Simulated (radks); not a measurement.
Results of a calculation; reference values are marked as such.
Spherical quantum dot in the effective-mass picture: electrons in a hard-walled sphere of radius 1.84, with a point charge +2 (a donor) at the centre, all in effective atomic units (hartree* = m*/eps^2 hartree, bohr* = eps/m* bohr), one dielectric constant everywhere. Level of theory: non-relativistic Kohn-Sham, LDA (Slater exchange, Perdew-Wang correlation), spin-polarised, spherical densities (a radial shooting solver with Libxc functionals). Levels are named by radial order and angular momentum (1s, 1p, 1d, 2s, ...), and open shells are averaged over m.

N = 24, configuration 1s2 1p6 1d10 2s2 1f(up 4, down 0). This is the lowest configuration that the search found. Occupied and some empty levels:

| level | occupation | eigenvalue (hartree*) | <r> (bohr*) |
|---|---|---|---|
| 1s up | 1 | 17.062 | 1.021 |
| 1s down | 1 | 17.140 | 1.011 |
| 1p up | 3 | 18.273 | 1.200 |
| 1p down | 3 | 18.375 | 1.197 |
| 1d up | 5 | 19.838 | 1.272 |
| 1d down | 5 | 19.948 | 1.271 |
| 2s up | 1 | 20.457 | 0.8026 |
| 2s down | 1 | 20.505 | 0.8093 |
| 1f up | 4 | 21.847 | 1.322 |
| 1f down | 0 | 21.961 | 1.321 |
| 2p up | 0 | 24.242 | 0.9451 |
| 1g up | 0 | 24.276 | 1.361 |
| 2p down | 0 | 24.297 | 0.9454 |
| 1g down | 0 | 24.393 | 1.361 |
| 2d up | 0 | 27.669 | 1.040 |
| 2d down | 0 | 27.736 | 1.040 |

Energy (hartree*): total 262.653, kinetic 115.38, external -47.085, Hartree 215.42, exchange-correlation -21.062.
